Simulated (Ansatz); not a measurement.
Isomers of Li₃Si₆ (doublet), relaxed with PBE0-D4/def2-SVP; total energies from Ansatz at r2SCAN0-D4/def2-TZVP.

```json
{"isomer": "A", "description": "point group Cs; 12 × Si–Si 2.36 to 2.64 Å; 5 × Li–Si 2.46 to 2.69 Å; 3 × Li–Li 2.88 to 3.06 Å", "energy (Eh)": "-1759.41049"}
{"isomer": "B", "description": "point group not assigned; 12 × Si–Si 2.37 to 2.63 Å; 7 × Li–Si 2.41 to 2.79 Å; 1 × Li–Li 2.99 Å", "energy (Eh)": "-1759.42056"}
{"isomer": "C", "description": "point group not assigned; 12 × Si–Si 2.37 to 2.64 Å; 6 × Li–Si 2.41 to 2.83 Å", "energy (Eh)": "-1759.42047"}
{"isomer": "D", "description": "point group Cs; 8 × Li–Si 2.45 to 2.62 Å; 8 × Si–Si 2.32 to 2.55 Å", "energy (Eh)": "-1759.41375"}
{"isomer": "E", "description": "point group not assigned; 10 × Si–Si 2.28 to 2.66 Å; 10 × Li–Si 2.42 to 2.74 Å", "energy (Eh)": "-1759.43543"}
```

The isomers come from a short search, and lower ones may exist.

Question: Work out the relative energies (1 Eh = 2625.5 kJ/mol) and the Boltzmann populations at 500 K from electronic energies alone (R = 8.314 J/mol/K).

Answer: ΔE: A 65.5, B 39.0, C 39.3, D 56.9, E 0.0 kJ/mol. RT = 4.16 kJ/mol. Factors exp(−ΔE/RT): A 1.45e-07, B 8.48e-05, C 7.89e-05, D 1.15e-06, E 1; sum 1.000. Populations: A 0.0 %, B 0.0 %, C 0.0 %, D 0.0 %, E 100.0 %. Zero-point energy, vibrational entropy and symmetry numbers are left out and can shift these; an error of 4 kJ/mol changes a ratio by a factor of 2.6. Over the other density-functional and correlated levels in def2 sets, the gap between E and B ranges from 35 to 54 kJ/mol.
